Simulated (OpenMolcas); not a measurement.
An atom or ion with 4 electrons was computed by MS-RASPT2, IPEA 0.25 Eh, imaginary shift 0.1 Eh with spin-orbit coupling (OpenMolcas, ANO-RCC-VTZP, DKH2). The lowest levels that the run gave, each within 12 % of the measured value where one is at hand:

```tsv
J	Parity	E (cm⁻¹)	g
0	even	0.0	
0	odd	67129	
1	odd	67198	1.501
2	odd	67338	1.501
1	odd	131848	1.000
0	even	175828	
1	even	175898	1.501
2	even	176034	1.501
2	even	189677	1.000
0	even	237569
```

Question: Which ion is it, and what are the configurations and terms?

Answer: N IV (Z = 7, charge +3; active space 2 electrons in 9 orbitals (RAS2 2s 2p; RAS3 3d, at most 2 electrons)). J, parity and g give the terms where levels are pure, and mixed ones are named by the computed weights; the size of the splittings, set against known spectra of the 4-electron sequence, gives the charge. In order, with the measured energies in cm⁻¹ (Moore, Selected Tables of Atomic Spectra, NSRDS-NBS 3, section 4): 2s² ¹S₀, 2s 2p ³P°₀ (67209), 2s 2p ³P°₁ (67272), 2s 2p ³P°₂ (67416), 2s 2p ¹P°₁ (130694), 2p² ³P₀ (175535), 2p² ³P₁ (175608), 2p² ³P₂ (175733), 2p² ¹D₂ (188882), 2p² ¹S₀ (235369).

Active for correlation alone: 3d; no level in the range computed is led by a configuration that fills it, so any true level of that kind is missing. Computed and measured levels are paired by configuration, term and J; levels that our copy of the source lacks, or whose pairing is in doubt (as where it misses far off the trend of its configuration), stay unpaired and out of the deviations. Levels of configurations outside the active space are missing.

° marks odd parity.
